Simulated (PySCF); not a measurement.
Isomers of C5H10N2.

All values: PBE0/def2-SVPD (PySCF) at GFN2-xTB geometries, gas phase, one conformer each. Core orbitals are frozen in the response; Δα² is half the sum of the squared differences of the principal polarisabilities.

Task: Rank by HOMO–LUMO gap, lowest first.
A. `[NH2:1][CH2:2][C:3]1=[CH:4][CH2:5][NH:6][CH2:7]1` with H–N1–C2–C3 60° and -58°, N1–C2–C3–C4 -3°, C3–C4–C5–N6 12°, C4–C5–N6–C7 -20°, C5–N6–C7–C3 20°, C2–C3–C7–N6 169°
B. `[CH2:1]=[CH:2][CH2:3][NH:4]/[N:5]=[CH:6]\[CH3:7]` with C1–C2–C3–N4 -113°, C2–C3–N4–N5 88°, C3–N4–N5–C6 -158°
C. `[CH3:1][CH2:2][N:3]1[CH2:4][CH2:5][CH:6]=[N:7]1` with C1–C2–N3–C4 -68°
D. `[CH2:1]=[N:2]/[N:3]=[CH:4]\[CH:5]([CH3:6])[CH3:7]` with C1–N2–N3–C4 -102°, N3–C4–C5–C6 118°
E. `[CH2:1]=[CH:2]/[C:3]([CH3:4])=[N:5]\[NH:6][CH3:7]` with C1–C2–C3–C4 -3°, C3–N5–N6–C7 163°
F. `[H]/[N:7]=[CH:6]\[CH:5]=[N:4]/[CH:2]([CH3:1])[CH3:3]` with C1–C2–N4–C5 -87°, N4–C5–C6–N7 176°

Result: E (4.91 eV), F (5.17 eV), C (6.01 eV), B (6.24 eV), D (6.49 eV), A (6.98 eV).

Task: Rank by mean static polarisability, lowest first.
A. `[CH2:1]=[CH:2]/[C:3]([CH3:4])=[N:5]\[NH:6][CH3:7]` with C1–C2–C3–C4 -3°, C3–N5–N6–C7 163°
B. `[CH3:1][CH2:2][N:3]1[CH2:4][CH2:5][CH:6]=[N:7]1` with C1–C2–N3–C4 -68°
C. `[CH2:1]=[CH:2][CH2:3][N:4]([NH2:5])[CH:6]=[CH2:7]` with C1–C2–C3–N4 -123°, C2–C3–N4–N5 -80°, C3–N4–N5–H -138° and 103°, C3–N4–C6–C7 -160°

Result: B (11.02 Å³), C (12.03 Å³), A (13.23 Å³).

All values together:

```csv
SMILES,μ (D),HOMO (eV),LUMO (eV),α (Å³),Δα (Å³)
C=CCN(N)C=C,0.25,-5.89,0.14,12.03,4.49
C=N/N=C\C(C)C,2.01,-6.82,-0.32,12.24,6.85
C=CCN/N=C\C,1.95,-6.15,0.08,12.06,4.80
[H]/N=C\C=N/C(C)C,1.02,-7.09,-1.92,11.85,7.02
NCC1=CCNC1,1.09,-6.46,0.52,10.95,3.57
C/C=N\N=C(C)C,2.31,-6.53,0.10,12.22,7.21
CCN1CCC=N1,2.09,-5.58,0.43,11.02,4.30
C=C/C(C)=N\NC,1.66,-5.82,-0.91,13.23,10.71
```

Conformers: `[CH2:1]=[CH:2][CH2:3][N:4]([NH2:5])[CH:6]=[CH2:7]` with C1–C2–C3–N4 -123°, C2–C3–N4–N5 -80°, C3–N4–N5–H -138° and 103°, C3–N4–C6–C7 -160°; `[CH2:1]=[N:2]/[N:3]=[CH:4]\[CH:5]([CH3:6])[CH3:7]` with C1–N2–N3–C4 -102°, N3–C4–C5–C6 118°; `[CH2:1]=[CH:2][CH2:3][NH:4]/[N:5]=[CH:6]\[CH3:7]` with C1–C2–C3–N4 -113°, C2–C3–N4–N5 88°, C3–N4–N5–C6 -158°; `[H]/[N:7]=[CH:6]\[CH:5]=[N:4]/[CH:2]([CH3:1])[CH3:3]` with C1–C2–N4–C5 -87°, N4–C5–C6–N7 176°; `[NH2:1][CH2:2][C:3]1=[CH:4][CH2:5][NH:6][CH2:7]1` with H–N1–C2–C3 60° and -58°, N1–C2–C3–C4 -3°, C3–C4–C5–N6 12°, C4–C5–N6–C7 -20°, C5–N6–C7–C3 20°, C2–C3–C7–N6 169°; `[CH3:1]/[CH:2]=[N:3]\[N:4]=[C:5]([CH3:6])[CH3:7]` with C2–N3–N4–C5 99°; `[CH3:1][CH2:2][N:3]1[CH2:4][CH2:5][CH:6]=[N:7]1` with C1–C2–N3–C4 -68°; `[CH2:1]=[CH:2]/[C:3]([CH3:4])=[N:5]\[NH:6][CH3:7]` with C1–C2–C3–C4 -3°, C3–N5–N6–C7 163°.
